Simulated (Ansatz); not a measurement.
Program: Ansatz. Geometries: PBE0-D4/def2-TZVP. ΔE: electronic, gas phase. CCSD(T)/CBS is the MP2 limit (def2-TZVPP, def2-QZVPP) plus CCSD(T) − MP2 in def2-TZVPP, frozen cores. This one scheme is used for every species. For Ge outer-core shells are correlated without core-valence functions, which leaves a few kJ/mol of doubt a bond. Scalar relativity is left out up to krypton.

Consider the formal exchange of groups at a Ge–C bond: `F[SiH2]C#[C][GeH3]` + `c1ccccc1` → `[GeH3][c]1ccccc1` + `C#C[SiH2]F`.

| level | ΔE (kJ/mol) |
| --- | --- |
| CCSD(T)/def2-SVP | 33.5 |
| MP2/def2-QZVPP | 30.3 |

Q: What does CCSD(T)/CBS give? (Best estimate.)

A: The calculation gave: +31.8 kJ/mol. The listed levels differ from it by 1.7, -1.5 kJ/mol.

Largest T1 diagnostic among the species: 0.012.

Leaving LDA and LC-ωPBE aside and taking each functional with its dispersion term where it has one, the values, not all of them listed here, spread over 6.9 kJ/mol, from revPBE-D4 to B97M-V. LDA lies −5.2 kJ/mol from PBE without D4. The D4 term adds −6.8 kJ/mol with B3LYP and −3.9 kJ/mol with PBE0; it sums over pairs of atoms, weighted by their polarisabilities, and B3LYP, whose exchange is more repulsive, gets the larger term. In def2-TZVPP, CCSD(T) changes the Hartree–Fock value by −13.7 kJ/mol (the triples alone add −2.0 kJ/mol) and MP2 by −15.9 kJ/mol.

B3LYP here is the variant with VWN-RPA as its local correlation; programs differ in this.
